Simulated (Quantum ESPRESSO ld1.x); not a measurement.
Values are calculated unless marked as measured or tabulated.
Species: Nd57+. Configuration: [He] 2s1 (the NIST ground configuration).

Level of theory: Dirac Kohn-Sham, revPBE, spin-unpolarised, spherical densities, point nucleus (ld1.x of Quantum ESPRESSO 7.5).

Energy parts (eV):
part                   energy
total                 -114423
kinetic                127534
electron-nucleus      -243753
Hartree                  3057
exchange-correlation    -1261

Orbitals (lengths in bohr, moments of r in powers of bohr):
orbital  occ.  eigenvalue (eV)      <r>  <1/r>      <r^2>      <r^4>
1s1/2       2         -49727.2  0.02351  66.31  0.0007509  1.482e-06
2s1/2       1         -12238.8  0.09490  16.68    0.01063  0.0001901

The highest occupied level is 2s1/2 at -12238.8 eV. The density falls to 0.001 e/bohr^3 at r = 0.33 bohr.
